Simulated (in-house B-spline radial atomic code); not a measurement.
## Te VI (Te5+): [Kr] 4d10 5s1

Method: non-relativistic SCAN, spin-polarised, spherical fractional occupations, point nucleus. Calculated with an all-electron radial atomic-structure program (B-spline basis).

Z_r = [3n² - l(l+1)]/(2<r>); Z_e = n√(-2ε); the last column is Slater's effective charge. Values are occupation-weighted means over spin.

| shell | electrons | ε (eV) | <r> (bohr) | Z_r | Z_e | Slater |
| --- | --- | --- | --- | --- | --- | --- |
| 1s | 2 | -30508 | 0.02924 | 51.29 | 47.35 | 51.70 |
| 2s | 2 | -4631.1 | 0.1259 | 47.64 | 36.90 | 47.85 |
| 2p | 6 | -4345.4 | 0.1074 | 46.56 | 35.74 | 47.85 |
| 3s | 2 | -972.29 | 0.3348 | 40.32 | 25.36 | 40.75 |
| 3p | 6 | -852.1 | 0.3258 | 38.37 | 23.74 | 40.75 |
| 3d | 10 | -630.41 | 0.297 | 35.35 | 20.42 | 30.85 |
| 4s | 2 | -213.52 | 0.7936 | 30.24 | 15.85 | 24.25 |
| 4p | 6 | -171.72 | 0.8314 | 27.66 | 14.21 | 24.25 |
| 4d | 10 | -101.06 | 0.9461 | 22.20 | 10.90 | 12.85 |
| 5s | 1 | -63.728 | 1.87 | 20.06 | 10.82 | 8.70 |

The least bound orbital is 5s up at -63.73 eV, and it is also the most diffuse (<r> = 1.87 bohr).
